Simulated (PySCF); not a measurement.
Ligand exchange on a metal centre used in film growth or etching (Hf H-SH). Gas-phase values, no solvent. One relaxed conformer stands for each flexible species; it need not be the lowest.

The HOMO from two functionals at the same geometries (BP86-D3(BJ)/def2-SVP), both in PySCF: PBE-D3(BJ)/def2-TZVP and B3LYP-D3(BJ)/def2-TZVP. B3LYP has the VWN-RPA correlation part, as in Gaussian. 

```csv
species,PBE-D3(BJ)/def2-TZVP (eV)
0 of 4 H replaced by SH,-7.12
1 of 4 H replaced by SH,-6.91
2 of 4 H replaced by SH ([Hf(H)2(SH)2]),-6.87
4 of 4 H replaced by SH ([Hf(SH)4]),-6.69
```

Question: What does B3LYP-D3(BJ)/def2-TZVP give for each?

Answer: 
- 0 of 4 H replaced by SH: -8.27
- 1 of 4 H replaced by SH: -7.90
- 2 of 4 H replaced by SH ([Hf(H)2(SH)2]): -7.83
- 4 of 4 H replaced by SH ([Hf(SH)4]): -7.62
Over these rows, drawn at random from the members with no instability flagged (it was tested for open shells, ions and some series alone), PBE minus B3LYP-D3(BJ): mean +1.00 eV, from +0.92 eV to +1.15 eV.
